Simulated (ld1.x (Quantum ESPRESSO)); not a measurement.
**What one change does to a pseudopotential (zinc, PAW)**

ld1.x (Quantum ESPRESSO) 7.5 input, shortened:

```
&input
   title='Zn', zed=30., rel=1, dft='PW91', iswitch=3,
   config='[Ar] 3d10 4s1.5 4p0'
 /
 &inputp
   pseudotype=3, lpaw=.true., tm=.true., lloc=-1, rcloc=2.25,
   nlcc=.true., rcore=0.75,
   which_augfun='PSQ', rmatch_augfun_nc=.true.
 /
6
4S  1  0   1.50   0.00  1.25  1.70  0.0
4S  1  0   0.00   0.25  1.25  1.70  0.0
4P  2  1   0.00   0.00  2.50  2.80  0.0
4P  2  1   0.00   0.40  2.50  2.80  0.0
3D  3  2  10.00   0.00  1.30  1.60  0.0
3D  3  2   0.00  -0.60  1.30  1.60  0.0
 &test
   configts(1)='3d10 4s1.5 4p0'
 /
```

Change: waves 4s (bound): rcut 1.25, rcutus 2.48 bohr; 4s channel at 0.25 Ry: rcut 1.25, rcutus 2.48 bohr.

Cutoffs: the cutoffs (Ry, on a coarse ladder) from which the occupation-weighted sum of valence levels, in a spherical-Bessel basis at the reference potential, stays within 10 and 1 mRy of its value at 400 Ry; they do not see the model core or the augmentation charge, which bear on the density cutoff. Errors are all-electron minus pseudo energies relative to the spin-unpolarised reference configuration.

Q: Predict the effect on cutoff, ghosts and configuration errors.

A: The potential gets neither clearly harder nor softer (40 Ry and 70 Ry → 40 Ry and 70 Ry); the bound ghost in s disappears; the errors of the 7 common tests hardly move; the range in which the s phases agree narrows (upper end at the end of the scan → 2.1).

```csv
quantity,base,changed
"cutoff, loose",40 Ry,40 Ry
"cutoff, tight",70 Ry,70 Ry
loose cutoff by channel (10 mRy a level),"s 12 Ry, d 35 Ry","s 6 Ry, d 35 Ry"
bound ghosts,s,none
"error for 3d10 4s2 4p0, meV [ΔE -3.98 eV]",-0.1,0.0
"error for 3d10 4s1 4p0, meV [ΔE 5.99 eV]",-1.4,-1.4
"error for 3d10 4s0 4p0, meV [ΔE 24.50 eV]",-11,-11
"error for 3d10 4s0 4p2, meV [ΔE 6.64 eV]",-1.7,-1.6
"error for 3d9 4s0 4p0, meV [ΔE 65.15 eV]",-204,-204
"error for 3d10 4s1 4p1, meV [ΔE 1.14 eV]",-0.2,-0.1
"error for 3d8 4s0 4p0, meV [ΔE 127.09 eV]",-1286,-1286
s: phases at 3.06 bohr within 0.05 rad from the reference energy up to (Ry; the scan ends near 5),to the end of the scan,2.1
p: phases at 3.06 bohr within 0.05 rad from the reference energy up to (Ry; the scan ends near 5),2.6,2.6
d: phases at 3.06 bohr within 0.05 rad from the reference energy up to (Ry; the scan ends near 5),4.2,4.2
lowest overlap eigenvalue by channel,"s 0.58, p 0.73, d 1.00","s 0.39, p 0.73, d 1.00"
```

 A true bound ghost makes a file unfit for plane-wave use even where its test errors are small: the radial tests pick states by their node count and pass the ghost by.
